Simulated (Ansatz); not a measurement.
`CN(C)P` + `[SH][SnH3]` → `[PH2][SnH2][SH]` + `CNC` at 500 K and 1 bar (formal exchange of groups at a P–N bond).

Calculated with Ansatz (gas phase, PBE0-D4/def2-TZVP geometries, no zero-point term in ΔE). CCSD(T)/CBS is the MP2 limit (def2-TZVPP, def2-QZVPP) plus CCSD(T) − MP2 in def2-TZVPP, frozen cores. Elements past krypton have def2 core potentials. For Sn outer-core shells are correlated without core-valence functions, which leaves a few kJ/mol of doubt a bond. Each species was taken in one conformer, which may not be the lowest.

| species | CCSD(T)/CBS energy (Eh) | H − E (kJ/mol) | S (J/(mol·K)) |
| --- | --- | --- | --- |
| `CN(C)P` | -476.53702 | 304.9 | 374.4 |
| `[SH][SnH3]` | -614.20548 | 108.5 | 344.0 |
| `[PH2][SnH2][SH]` | -955.76196 | 149.8 | 424.7 |
| `CNC` | -135.00321 | 273.8 | 313.8 |

H − E and S are ideal-gas, rigid-rotor, harmonic terms from PBE0-D4/def2-TZVP, for one conformer and one mirror image of each species. 1 Eh = 2625.50 kJ/mol, R = 8.31446 J/(mol·K).

Question: By hand: ΔE, ΔH, ΔS and ΔG.

Answer: ΔE = (-955.76196) + (-135.00321) − (-476.53702) − (-614.20548) = -0.02267 Eh = -59.5 kJ/mol. Δ(H − E) = 149.8 + 273.8 − 304.9 − 108.5 = 10.2, so ΔH = -49.3 kJ/mol. ΔS = 424.7 + 313.8 − 374.4 − 344.0 = 20.1 J/(mol·K). ΔG = -49.3 − 500 × (20.1)/1000 = -59.3 kJ/mol.

Question: By hand: the equilibrium constant, and the temperature at which ΔG would vanish if ΔH and ΔS stayed fixed.

Answer: log₁₀ K = −ΔG/(RT ln 10) = 6.2. ΔH and −TΔS have one sign here, so there is no such temperature.

ΔH outweighs TΔS. A doubt of 5 kJ/mol in ΔE shifts log₁₀ K by 0.5 here. Other conformers and mirror images would add mixing entropy, several J/(mol·K) or more a flexible species. Modes under 60 cm⁻¹, often nearly free rotors, make the harmonic entropy too high. These are equilibria of isolated gas molecules and say nothing of rates. Largest T1 diagnostic: 0.013 (customary marks: 0.02 for closed shells, 0.045 for open ones).
